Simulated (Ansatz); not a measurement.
Gas-phase electronic energies from Ansatz, PBE0-D4/def2-TZVP geometries. CCSD(T)/CBS is the MP2 limit (def2-TZVPP, def2-QZVPP) plus CCSD(T) − MP2 in def2-TZVPP, frozen cores. This one scheme is used for every species. DFT in def2-TZVPP.

`CC1[SiH2]B1F` + HCl → `CC1[SiH2]B1Cl` + H–F  (ligand exchange at a B–F bond)

`CC1[SiH2]B1F`:

Cartesian coordinates in Å:
```
C 0.734 0.861 -1.060
C 0.411 -0.157 0.007
Si -1.228 -1.060 0.669
B 0.121 0.076 1.472
F 0.320 1.065 2.318
H 0.182 1.789 -0.897
H 0.482 0.495 -2.058
H 1.799 1.112 -1.056
H 0.902 -1.129 -0.145
H -2.588 -0.540 0.366
H -1.136 -2.512 0.384
```

HCl:

```xyz
2

Cl    0.250    0.195   -0.555
H    -0.250   -0.195    0.555
```

`CC1[SiH2]B1Cl`:

Z-matrix (Å, degrees):
```
C
C 1 1.507
H 1 1.092 2 110.9
H 1 1.094 2 110.7 3 -119.0
H 1 1.093 2 111.8 3 120.8
Si 2 2.003 1 137.7 3 -60.8
B 2 1.502 1 126.9 3 30.6
H 2 1.098 1 113.6 3 -176.5
H 6 1.480 2 106.7 1 -116.9
H 6 1.486 2 123.9 1 14.6
Cl 7 1.734 2 132.5 1 11.4
```

H–F:

Z-matrix (Å, degrees):
```
F
H 1 0.920
```

```tsv
species	r2SCAN energy (Eh)
`CC1[SiH2]B1F`	-493.95550
HCl	-460.78587
`CC1[SiH2]B1Cl`	-854.28161
H–F	-100.44665
```

Work out ΔE.

ΔE = (-854.28161) + (-100.44665) − (-493.95550) − (-460.78587) = 0.01311 Eh = +34.4 kJ/mol. CCSD(T)/CBS gives +26.2 kJ/mol.

Largest T1 diagnostic among the species: 0.013.

The D4 term adds −7.0 kJ/mol with B3LYP and −3.8 kJ/mol with PBE0; it sums over pairs of atoms, weighted by their polarisabilities, and B3LYP, whose exchange is more repulsive, gets the larger term. In def2-TZVPP, CCSD(T) changes the Hartree–Fock value by −21.0 kJ/mol (the triples alone add −4.2 kJ/mol) and MP2 by −30.9 kJ/mol.

B3LYP here is the variant with VWN-RPA as its local correlation; programs differ in this.
